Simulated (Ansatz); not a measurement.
A nudged elastic band was laid between two geometries of CH₇BSi₂ (11 atoms, charge 0, multiplicity 1).

Theory: Ansatz, UKS r2SCAN/STO-3G.

```
movable images  : 7
climbing image  : yes
spring          : 5.0 eV/Å²
optimiser       : quadratic models (default)
start path      : through a guess of the saddle point
force threshold : 0.5 eV/Å
iteration limit : 37
end points      : relaxed
```

Initial state:

```xyz
11
Properties=species:S:1:pos:R:3
Si -0.946 1.749 -0.408
B 0.008 0.094 -0.047
C 0.189 -1.014 1.050
Si 1.126 -1.381 -0.512
H -1.797 1.578 -1.568
H -1.776 2.224 0.678
H -0.001 2.799 -0.730
H 0.756 -0.726 1.943
H -0.699 -1.581 1.349
H 2.566 -1.330 -0.406
H 0.640 -2.470 -1.328
```

Final state:

```xyz
11
Properties=species:S:1:pos:R:3
Si -0.893 1.491 -0.261
B -0.304 0.183 1.089
C 0.446 -1.085 0.818
Si 1.062 -1.526 -0.718
H -1.319 0.896 -1.512
H -1.992 2.310 0.201
H 0.180 2.405 -0.602
H -0.548 0.436 2.210
H 0.679 -1.766 1.646
H 1.874 -2.701 -0.959
H 0.879 -0.701 -1.891
```

Question: What changes between the two ends?

Answer: Bonds broken: B2–Si4, C3–H8. Bonds formed: B2–H8.

Question: Give the energies along the band, and the barrier.

Answer: The forces met the threshold. The highest image is number 3 of 0 to 8, 145.5 kJ/mol above the first end and 154.3 kJ/mol above the last; the last end lies 8.8 kJ/mol below the first. The threshold of 0.5 eV/Å is loose, so the images may lie well off the minimum-energy path. The order of the stationary point at the top wasn't checked. The orbitals stay closed-shell, which can raise the energy where a bond breaks towards radicals; this wasn't checked here. Limits of this set-up: minimal basis.

```json
{"image": "0", "path coordinate (Å)": "0.00", "energy (kJ/mol)": "0.0", "B2–Si4 (Å)": "1.91", "C3–H8 (Å)": "1.10", "B2–H8 (Å)": "2.28"}
{"image": "1", "path coordinate (Å)": "0.59", "energy (kJ/mol)": "13.4", "B2–Si4 (Å)": "1.91", "C3–H8 (Å)": "1.10", "B2–H8 (Å)": "2.05"}
{"image": "2", "path coordinate (Å)": "1.17", "energy (kJ/mol)": "72.3", "B2–Si4 (Å)": "1.91", "C3–H8 (Å)": "1.19", "B2–H8 (Å)": "1.62"}
{"image": "3", "path coordinate (Å)": "1.76", "energy (kJ/mol)": "145.5", "B2–Si4 (Å)": "1.94", "C3–H8 (Å)": "1.63", "B2–H8 (Å)": "1.23"}
{"image": "4", "path coordinate (Å)": "2.44", "energy (kJ/mol)": "91.7", "B2–Si4 (Å)": "2.08", "C3–H8 (Å)": "2.06", "B2–H8 (Å)": "1.18"}
{"image": "5", "path coordinate (Å)": "3.11", "energy (kJ/mol)": "45.9", "B2–Si4 (Å)": "2.23", "C3–H8 (Å)": "2.21", "B2–H8 (Å)": "1.17"}
{"image": "6", "path coordinate (Å)": "3.79", "energy (kJ/mol)": "18.9", "B2–Si4 (Å)": "2.51", "C3–H8 (Å)": "2.24", "B2–H8 (Å)": "1.18"}
{"image": "7", "path coordinate (Å)": "4.46", "energy (kJ/mol)": "-1.9", "B2–Si4 (Å)": "2.72", "C3–H8 (Å)": "2.27", "B2–H8 (Å)": "1.18"}
{"image": "8", "path coordinate (Å)": "5.13", "energy (kJ/mol)": "-8.8", "B2–Si4 (Å)": "2.84", "C3–H8 (Å)": "2.29", "B2–H8 (Å)": "1.18"}
```

Question: What is the geometry of the highest image?

Answer: 
```xyz
11
Properties=species:S:1:pos:R:3
Si -0.870 1.646 -0.318
B -0.059 0.009 0.323
C -0.016 -1.381 0.863
Si 1.109 -1.278 -0.550
H -1.559 1.361 -1.559
H -1.829 2.251 0.583
H 0.145 2.641 -0.593
H 0.358 0.074 1.481
H -0.256 -1.843 1.836
H 2.515 -1.567 -0.369
H 0.528 -1.969 -1.676
```

The band took 11 iterations and of the order of 7 core-minutes.

The run took 7.4 min on 1 thread of Arm Neoverse V1, with other jobs on the host, peak memory 0.17 GiB.
